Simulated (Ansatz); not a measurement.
The cluster PSe₂ was relaxed with PBE-D4 (def2-TZVP) in Ansatz in these states: neutral doublet, neutral quartet. The geometries follow in no particular order.

A:

```tsv
atom	x (Å)	y (Å)	z (Å)
P1	-0.917	0.229	-0.684
Se2	0.520	1.257	0.718
Se3	0.397	-1.486	-0.034
```

B:

```
atom   x (Å)   y (Å)   z (Å)
  P1  -0.233  -1.205  -0.312
 Se2   0.590   0.241   1.202
 Se3  -0.357   0.965  -0.891
```

**Question.** Judge from the bond lengths which geometry belongs to which state (an estimate).

**Answer.** A is the neutral quartet (Se2–Se3 2.847 Å, P1–Se2 2.256 Å, P1–Se3 2.256 Å); B is the neutral doublet (Se2–Se3 2.409 Å, P1–Se2 2.250 Å, P1–Se3 2.250 Å).

At PBE0-D4/def2-TZVP a doublet lies 1.11 eV below the neutral quartet. These are the stationary points nearest to one start from a short search; other shapes may lie lower in each state.
